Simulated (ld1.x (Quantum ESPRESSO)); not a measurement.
## Ta: one change to a PAW potential, before and after

| Property | Result |
| --- | --- |
| Element | Ta (Z = 73) |
| Generator | ld1.x (Quantum ESPRESSO) 7.5 |
| Type | PAW |
| Functional | PBE |
| Relativity | scalar-relativistic |
| Frozen core | [Kr] 4d10 4f14 |
| Valence charge | 13 |
| Reference configuration | 5s2 5p6 5d3 6s1 6p0 (charge +1) |
| Partial waves | 5s (bound): rcut 1.65, rcutus 1.85 bohr; 6s (bound): rcut 1.65, rcutus 1.85 bohr; 5p (bound): rcut 1.70, rcutus 2.25 bohr; 6p (bound, empty): rcut 1.70, rcutus 2.25 bohr; 5d (bound): rcut 1.70, rcutus 2.10 bohr; 5d channel at 1.75 Ry: rcut 1.70, rcutus 2.10 bohr |
| Local potential | all-electron potential smoothed inside 2.10 bohr (lloc = -2) |
| Core correction | Bessel-smoothed model core inside 1.90 bohr |
| Augmentation charge | BESSEL, radius 1.30 bohr |

Change: waves 5p (bound): rcut 1.70, rcutus 3.16 bohr; 6p (bound): rcut 1.70, rcutus 3.16 bohr.

Cutoffs: the cutoffs (Ry, on a coarse ladder) from which the occupation-weighted sum of valence levels, in a spherical-Bessel basis at the reference potential, stays within 10 and 1 mRy of its value at 400 Ry; they do not see the model core or the augmentation charge, which bear on the density cutoff. Errors are all-electron minus pseudo energies relative to the spin-unpolarised reference configuration.

Q: Predict the effect on cutoff, ghosts and configuration errors.

A: The potential gets neither clearly harder nor softer (25 Ry and 40 Ry → 25 Ry and 35 Ry); the s channel sets the loose cutoff, while the largest relative change is in p, which becomes softer; the number of tests that count goes from 7 to 5; of the 5 tests that both files solve, the error grows in 2 and shrinks in 2 by more than 15 % and 0.3 meV (median size 3.9 → 3.7 meV); neither file shows a bound ghost at the reference potential, the only one tested.

| quantity | base | changed |
| --- | --- | --- |
| cutoff, loose | 25 Ry | 25 Ry |
| cutoff, tight | 40 Ry | 35 Ry |
| loose cutoff by channel (10 mRy a level) | s 21 Ry, p 15 Ry, d 18 Ry | s 21 Ry, p 6 Ry, d 18 Ry |
| bound ghosts | none | none |
| tests counted (converged, no solver errors) | 7 of 7 | 5 of 7 |
| error for 5s2 5p6 5d3 6s2 6p0, meV [ΔE -8.47 eV] | +2.9 | +5.1 |
| error for 5s2 5p6 5d3 6s0 6p0, meV [ΔE 14.97 eV] | -5.5 | +0.7 |
| error for 5s2 5p6 5d2 6s0 6p0, meV [ΔE 38.58 eV] | -35 | -26 |
| error for 5s2 5p6 5d4 6s1 6p0, meV [ΔE -6.37 eV] | -3.9 | -3.7 |
| error for 5s2 5p6 5d3.5 6s1.5 6p0, meV [ΔE -7.48 eV] | +0.1 | +1.3 |
| lowest overlap eigenvalue by channel | s 0.09, p 0.08, d 0.45 | s 0.09, p 0.67, d 0.45 |

Changed file: Tests not counted: 5s2 5p6 5d3 6s1 6p1 (solver errors, printed error -2.2 eV); 5s2 5p6 5d3 6s0 6p1 (solver errors, printed error -2.6 eV). These tests converged, but a pseudo level misses the all-electron one widely, so the file describes the atom poorly there or has found another state: 5s2 5p6 5d2 6s0 6p0: empty 6p by 14.1 eV.
